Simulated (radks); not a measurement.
Results of a calculation; reference values are marked as such.
Ca III, 18 electrons, occupied as [Ar].

Level of theory: scalar-relativistic Kohn-Sham, BLYP, spin-polarised, spherical densities, finite nucleus; Fermi nuclear charge, rms radius 3.4776 fm (a radial shooting solver on a logarithmic mesh with Libxc functionals).

Energy parts (eV):
total: -18500.874
kinetic: 18627.996
electron-nucleus: -43659.102
Hartree: 7507.163
exchange-correlation: -976.931

Orbitals (lengths in bohr, moments of r in powers of bohr; <r^-3> diverges for s and p1/2; r(max) is where P^2 peaks; r(90%) holds 90 % of the orbital's charge):
orbital  occ.  eigenvalue (eV)      <r^4>   r(max)  r(90%)  <r^-3>
1s          2        -3966.793  0.0001625  0.05028   0.137       -
2s          2        -429.8027    0.04396   0.2999   0.568       -
2p          6        -350.3848    0.03688   0.2464   0.541   187.2
3s          2         -62.0271      3.801   0.9910    1.73       -
3p          6         -42.9083      6.094    1.043    1.94   20.04
3d          0         -15.9577      34.58    1.215    3.00   1.160

The highest occupied level is 3p at -42.908 eV. The electron density at the nucleus is 6192 e/bohr^3 (large components only). Summed over all electrons, <r^2> = 15.39 bohr^2, which gives a Langevin (diamagnetic) susceptibility term of -12.2 x 10^-6 cm^3/mol.
